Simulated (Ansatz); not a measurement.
Which method gave which barrier?

Saddle point of BH$_{2}$SBrF$_{2}$, closed shell (BBrF₂ ([F][B]([F])[Br]) + H₂S → BHSF₂ ([F][B]([F])[SH]) + HBr; bonds formed: B1–S6, Br2–H5; bonds broken: B1–Br2, H5–S6), PBE0-D4/def2-TZVP structure:

B1  (-0.648, -0.420, -0.132)
Br2  (1.179, -0.277, -1.643)
F3  (-1.580, 0.391, -0.605)
F4  (-0.885, -1.716, -0.013)
H5  (1.350, 0.149, -0.002)
S6  (0.428, 0.294, 1.341)
H7  (0.157, 1.579, 1.053)
(Å)

Computed with Ansatz 0.2.0 (basis: def2-TZVPP, with def2-QZVPP for the basis limit); correlated methods freeze the cores. Filled d shells of the heavier atoms are correlated. The def2 sets are not built for correlating such inner shells, so the correlated values are less sure here. Extrapolation: Hartree–Fock as exp(−7.88 √X), correlation as X^−2.97. Four methods, as single points on the PBE0-D4 structures, gave these electronic barriers from the start structure: 0.588, 0.768, 1.069, 1.702 eV.

**Question.** The methods were, in alphabetical order, CCSD(T), HF, PBE-D4, PBE0-D4. Which gave which? (A judgement: the text doesn't fix the answer.)

**Answer.** Computed: PBE-D4 0.588; PBE0-D4 0.768; CCSD(T) 1.069; HF 1.702 eV. For comparison, CCSD(T) at an estimated basis limit (MP2 extrapolated from triple and quadruple zeta, plus CCSD(T) − MP2 in triple zeta) gives 1.012 eV.

The T1 diagnostic stays at or below 0.012.

Labels in which every atom is bracketed show which atoms are joined, not bond orders.

For scale, one of the runs: CCSD(T)/def2-TZVPP, 211 basis functions, launched by `ansatz run in.yaml --threads 4 --pin off --events-out ev --progress --plain --max-ram 9574MiB`. Time: 2.1 min of wall clock on 4 CPU threads of an Arm Neoverse V2; the host was shared. Peak host memory: 3.1 GiB.
